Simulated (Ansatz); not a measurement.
Reactions of silicon tetrafluoride.

Program: Ansatz. Geometries: PBE0-D4/def2-TZVP. ΔE: electronic, gas phase. CBS: MP2 limit from def2 TZ/QZ plus the TZ coupled-cluster correction, frozen cores. This one scheme is used for every species. Functionals use def2-TZVPP. Elements past krypton have def2 core potentials. For Br, I, In outer-core shells are correlated without core-valence functions, which leaves a few kJ/mol of doubt a bond. Scalar relativity is left out up to krypton. Each species was taken in one conformer, which may not be the lowest.

```tsv
reaction	PBE0-D4 (kJ/mol)	revPBE-D4 (kJ/mol)	PBE-D4 (kJ/mol)	CCSD(T)/CBS(def2) (kJ/mol)
silicon tetrafluoride + HI → `F[Si](F)(F)I` + H–F	66	58	61	74
silicon tetrafluoride + SiH₄ → `F[Si](F)(F)[SiH3]` + H–F	137	126	127	154
silicon tetrafluoride + `O[SiH](O)O` → `O[SiH](O)O[Si](F)(F)F` + H–F	10	10	14	10
silicon tetrafluoride + `[NH2][In]([F])[Br]` → `F[Si](F)(F)Br` + `[NH2][In]([F])[F]`	139	120	126	145
silicon tetrafluoride + CH₃SH → `CS[Si](F)(F)F` + H–F	76	65	70	87
```

Largest T1 diagnostic: 0.016, for `[NH2][In]([F])[F]`.
